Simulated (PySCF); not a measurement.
Cl₃Sc, singlet, geometry from GFN2-xTB (such geometries of metal compounds can be far from the true shape); DF-TPSS/cc-pVDZ (PySCF).

Input for PySCF:
```python
from pyscf import gto, scf, dft

mol = gto.Mole()
mol.atom = '''
    Sc    0.115417    0.333155    0.209949
    Cl    2.015105   -0.474944   -0.684381
    Cl   -0.808091   -1.027858    1.745019
    Cl   -1.349587    1.091258   -1.319987
'''
mol.basis = 'cc-pvdz'
mol.charge = 0
mol.spin = 0
mol.verbose = 4
mol.build()

mf = dft.RKS(mol)
mf.xc = 'tpss'
mf.damp = 0.5
mf.diis_start_cycle = 5
mf = mf.density_fit(auxbasis='def2-universal-jkfit')
mf.kernel()
```

The log (banner, timings and long lists left out):

```
PySCF version 2.14.0

[INPUT] verbose = 4
[INPUT] num. atoms = 4
[INPUT] num. electrons = 72
[INPUT] charge = 0
[INPUT] spin (= nelec alpha-beta = 2S) = 0
[INPUT] symmetry False subgroup None
[INPUT] Mole.unit = angstrom
[INPUT] Symbol           X                Y                Z      unit          X                Y                Z       unit  Magmom
[...]
nuclear repulsion = 373.755013529024
number of shells = 22
number of NR pGTOs = 245
number of NR cGTOs = 97
basis = cc-pvdz
ecp = {}

******** <class 'pyscf.df.df_jk.DFRKS'> ********
method = DFRKS
initial guess = minao
damping factor = 0.5
level_shift factor = 0
DIIS = <class 'pyscf.scf.diis.CDIIS'>
diis_start_cycle = 5
diis_space = 8
diis_damp = 0
SCF conv_tol = 1e-09
SCF conv_tol_grad = None
SCF max_cycles = 50
direct_scf = False
XC library pyscf.dft.libxc version 7.1.2
    S. Lehtola, C. Steigemann, M. J. T. Oliveira, and M. A. L. Marques,  SoftwareX 7, 1–5 (2018)
XC functionals = tpss
    J. Tao, J. P. Perdew, V. N. Staroverov, and G. E. Scuseria,  Phys. Rev. Lett. 91, 146401 (2003)
    J. P. Perdew, J. Tao, V. N. Staroverov, and G. E. Scuseria,  J. Chem. Phys. 120, 6898 (2004)
    J. Tao, J. P. Perdew, V. N. Staroverov, and G. E. Scuseria,  Phys. Rev. Lett. 91, 146401 (2003)
    J. P. Perdew, J. Tao, V. N. Staroverov, and G. E. Scuseria,  J. Chem. Phys. 120, 6898 (2004)
radial grids:
    Treutler-Ahlrichs [JCP 102, 346 (1995); DOI:10.1063/1.469408] (M4) radial grids

becke partition: Becke, JCP 88, 2547 (1988); DOI:10.1063/1.454033
pruning grids: <function nwchem_prune>
grids dens level: 3
symmetrized grids: False
atomic radii adjust function: <function treutler_atomic_radii_adjust>
small_rho_cutoff = 0
Set gradient conv threshold to 3.16228e-05
Initial guess from minao.
tot grids = 77280
init E= -2141.7830022817
[...]
cycle= 1 E= -2137.45979197628  delta_E= 4.32  |g|=  4.9  |ddm|= 16.5
[...]
cycle= 2 E= -2140.07171602755  delta_E= -2.61  |g|= 2.37  |ddm|= 24.4
[...]
cycle= 3 E= -2141.5867626173  delta_E= -1.52  |g|= 0.584  |ddm|= 26.5
[...]
cycle= 4 E= -2141.60655676357  delta_E= -0.0198  |g|= 0.441  |ddm|= 2.18
[...]
cycle= 5 E= -2133.35394498371  delta_E= 8.25  |g|= 6.38  |ddm|= 9.89
[...]
cycle= 6 E= -2100.87891604475  delta_E= 32.5  |g|= 5.38  |ddm|= 17.1
[...]
cycle= 7 E= -2101.98741695901  delta_E= -1.11  |g|= 8.03  |ddm|=  257
[...]
cycle= 8 E= -2111.81934288308  delta_E= -9.83  |g|= 7.94  |ddm|=  162
[...]
cycle= 9 E= -2113.23959444971  delta_E= -1.42  |g|= 7.82  |ddm|= 4.81
[...]
[...]
[...]
cycle= 22 E= -2115.43046943482  delta_E= 0.481  |g|= 8.29  |ddm|= 3.34
[...]
cycle= 23 E= -2114.26730923274  delta_E= 1.16  |g|= 8.33  |ddm|= 6.69
[...]
cycle= 24 E= -2093.4716562278  delta_E= 20.8  |g|=  6.7  |ddm|= 44.4
[...]
cycle= 25 E= -2116.1878964597  delta_E= -22.7  |g|= 8.49  |ddm|= 36.1
[...]
cycle= 26 E= -2117.16527417234  delta_E= -0.977  |g|= 8.52  |ddm|= 4.23
[...]
cycle= 27 E= -2112.22980373202  delta_E= 4.94  |g|= 8.18  |ddm|= 19.9

WARN: HOMO -0.560988964166493 == LUMO -0.56021057603527

cycle= 28 E= -2113.35250877409  delta_E= -1.12  |g|= 8.31  |ddm|= 10.4
[...]
cycle= 29 E= -2115.31589282645  delta_E= -1.96  |g|= 8.48  |ddm|= 5.08
[...]
cycle= 30 E= -2114.62387320525  delta_E= 0.692  |g|= 8.05  |ddm|= 3.87
[...]
cycle= 31 E= -2115.81534903574  delta_E= -1.19  |g|= 8.48  |ddm|= 5.31
[...]
cycle= 32 E= -2115.27468635297  delta_E= 0.541  |g|= 8.45  |ddm|= 2.42
[...]
cycle= 33 E= -2093.24578314602  delta_E=   22  |g|= 6.72  |ddm|= 38.5
[...]
cycle= 34 E= -2115.35779919722  delta_E= -22.1  |g|= 8.45  |ddm|= 37.7
[...]
cycle= 35 E= -2115.5360087932  delta_E= -0.178  |g|= 8.46  |ddm|= 0.857
[...]
cycle= 36 E= -2113.39800192745  delta_E= 2.14  |g|= 8.23  |ddm|= 7.29
[...]
cycle= 37 E= -2112.51202598467  delta_E= 0.886  |g|= 8.26  |ddm|= 6.76
[...]
cycle= 38 E= -2114.99397939672  delta_E= -2.48  |g|= 8.43  |ddm|= 10.2
[...]
cycle= 39 E= -2113.70282081695  delta_E= 1.29  |g|= 7.97  |ddm|= 10.2
[...]
cycle= 40 E= -2115.38081699556  delta_E= -1.68  |g|= 8.44  |ddm|=   12
[...]
cycle= 41 E= -2115.61739682738  delta_E= -0.237  |g|= 8.46  |ddm|= 0.644
[...]
cycle= 42 E= -2092.93446876152  delta_E= 22.7  |g|= 6.74  |ddm|= 36.4
[...]
cycle= 43 E= -2117.01274861246  delta_E= -24.1  |g|= 8.14  |ddm|= 32.2
[...]
cycle= 44 E= -2116.00978861487  delta_E=    1  |g|= 8.45  |ddm|= 4.04
[...]
cycle= 45 E= -2116.33029002557  delta_E= -0.321  |g|= 8.43  |ddm|= 2.48

WARN: HOMO -0.566065789347319 == LUMO -0.565217051140996

cycle= 46 E= -2113.84775628445  delta_E= 2.48  |g|= 8.29  |ddm|= 8.08
[...]
cycle= 47 E= -2114.84024699854  delta_E= -0.992  |g|=  8.3  |ddm|= 4.52
[...]
cycle= 48 E= -2111.83467815369  delta_E= 3.01  |g|= 8.07  |ddm|= 18.9
[...]
cycle= 49 E= -2116.18651835352  delta_E= -4.35  |g|= 8.18  |ddm|= 23.8

WARN: HOMO -0.585771279393031 == LUMO -0.585056126417476

cycle= 50 E= -2116.46018134571  delta_E= -0.274  |g|=  8.2  |ddm|= 1.24
SCF not converged.
SCF energy = -2116.46018134571
```

The run did not converge; its last values are not results.
